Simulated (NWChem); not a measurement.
System: CH4ClFOSi; SMILES C[Si](O)(F)Cl

NWChem input:

```
start job
memory heap 200 mb stack 900 mb global 1100 mb
geometry units angstroms noautoz
  C      1.589571     1.197638     0.201117
  Si    -0.042129     0.374988    -0.004112
  O     -0.762888     0.910519    -1.377314
  F     -0.998630     0.688061     1.264231
  Cl     0.132421    -1.678996    -0.046635
  H      2.250912     0.956768    -0.643877
  H      2.074737     0.865691     1.130460
  H      1.460595     2.289789     0.242814
  H     -1.592626     0.504142    -1.645711
end
basis spherical
  * library def2-svp
end
dft
  xc xctpssh
  iterations 150
  mulliken
end
task dft energy
```

The geometry was optimised at PBE0/def2-SVP.

Question: What results follow from this input? (TPSSh/def2-SVP.) Quantities: energy (Ha); highest occupied level (eV); orbital gap (eV); dipole (D).

Answer: The energy (Ha) comes out as -965.08. The highest occupied level (eV) is -8.29, the orbital gap (eV) is 9.11 and the dipole (D) comes out as 1.17.
